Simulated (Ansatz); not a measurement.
Species: C3H10GeO3S, SMILES `C[O][Ge]([SH])([O]C)[O]C` (charge 0, multiplicity 1).

Give a relaxed geometry from PBE0-D4/def2-SVP in Ansatz (an electronic-structure program).

Several could match; the one computed here: the end point of this relaxation, one of several conformers (outside a Z-matrix the atoms follow the SMILES, hydrogens last).
Bond lengths (Å): C1–O2 1.406, C1–H9 1.105, C1–H10 1.105, C1–H11 1.101, O2–Ge3 1.763, Ge3–S4 2.203, Ge3–O5 1.756, Ge3–O7 1.757, S4–H12 1.352, O5–C6 1.406, C6–H13 1.104, C6–H14 1.106, C6–H15 1.101, O7–C8 1.410, C8–H16 1.101, C8–H17 1.105, C8–H18 1.103. Bond angles (°): O2–C1–H9 112.4, O2–C1–H10 111.8, O2–C1–H11 108.3, H9–C1–H10 108.0, H9–C1–H11 108.1, H10–C1–H11 108.2, C1–O2–Ge3 121.8, O2–Ge3–S4 109.8, O2–Ge3–O5 104.7, O2–Ge3–O7 114.2, S4–Ge3–O5 116.1, S4–Ge3–O7 106.3, O5–Ge3–O7 106.1, Ge3–S4–H12 90.8, Ge3–O5–C6 121.1, O5–C6–H13 112.0, O5–C6–H14 112.0, O5–C6–H15 108.1, H13–C6–H14 108.4, H13–C6–H15 108.3, H14–C6–H15 107.9, Ge3–O7–C8 120.4, O7–C8–H16 107.9, O7–C8–H17 111.8, O7–C8–H18 112.0, H16–C8–H17 108.1, H16–C8–H18 108.6, H17–C8–H18 108.3.
